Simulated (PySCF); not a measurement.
SMILES CC[NH], doublet at its PBE0/def2-SVP optimised geometry (Å):

```
9

C     -0.2691    -0.3447    -1.2573
C      0.2554     0.3224     0.0000
N     -0.2316    -0.2979     1.1919
H      0.1169     0.1463    -2.1635
H     -1.3685    -0.3065    -1.2838
H      0.0276    -1.4041    -1.2838
H      1.3685     0.3224     0.0000
H     -0.0067     1.4041     0.0000
H      0.1756     0.2227     1.9818
```

Method: unrestricted PBE0/def2-TZVP run with PySCF 2.14.0. Cells within 0.4 Å of a nucleus heavier than hydrogen are left out (blank, or x).

Map of the Laplacian of the electron density (e/bohr⁵), clipped to [-1.50, 1.50] on the plane z = 0.0 Å:

```
|666666666666666666666666666|
|666666666666666666666666666|
|666666666666666666666666666|
|666666666666666666666666666|
|666666666666666666666666666|
|666666666666666666666666666|
|666666666666666666666666666|
|666666666666626666666666666|
|666666666666403666666666666|
|666666666666524666666666666|
|666666666666622566666666666|
|6666666666676xxx34166666666|
|6666666666676xxx11046666666|
|66666666666769x855566666666|
|666666666667766766666666666|
|666666666666777766666666666|
|666666666666666666666666666|
|666666666666666666666666666|
|666666666666666666666666666|
|666666666666666666666666666|
|666666666666666666666666666|
|666666666666666666666666666|
|666666666666666666666666666|
|666666666666666666666666666|
|666666666666666666666666666|
|666666666666666666666666666|
|666666666666666666666666666|
```
Scale: ten equal steps from -1.50 (start of '0') to 0.867 (end of '9'), in the order '0123456789'; x runs from -3.50 to 3.50, y from -3.50 (bottom) to 3.50 (top).
